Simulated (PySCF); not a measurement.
H₄P (SMILES [PH4+]), charge +1, singlet, at a GFN2-xTB geometry. Base run: PySCF with M06/def2-SVP.

PySCF was given this input:
```python
from pyscf import gto, scf, dft

mol = gto.Mole()
mol.atom = '''
    P    -0.00000000   -0.00000000   -0.00000000
    H    -0.00987336    1.28259337   -0.49515063
    H     1.12686123   -0.65279636   -0.44086058
    H    -1.11826107   -0.66909633   -0.43831456
    H     0.00127320    0.03929932    1.37432577
'''
mol.basis = 'def2-svp'
mol.charge = 1
mol.verbose = 5
mol.build()

mf = dft.RKS(mol)
mf.xc = 'm06'
mf.kernel()
```

The base run was repeated with changes; each row names its change, and settings that it needs were set with it.

```tsv
change	ΔE vs base (µEh)	grid points	electrons on the grid
base	0.0	58416	18.00000
grids.atom_grid = (75, 302)	63.0	73224	18.00000
grids.level = 4	-37.1	91912	18.00000
grids.prune = off	0.2	95120	18.00000
grids.prune = dft.gen_grid.treutler_prune	192	51320	18.00000
grids.level = 7	-36.5	287848	18.00000
grids.level = 1	523	16304	18.00006
grids.atom_grid = (30, 110)	2851	12352	17.99990
grids.becke_scheme = stratmann	-12.3	58416	18.00000
grids.atom_grid = (99, 590)	-37.6	162968	18.00000
small_rho_cutoff = 0	0.0	58416	18.00000
```
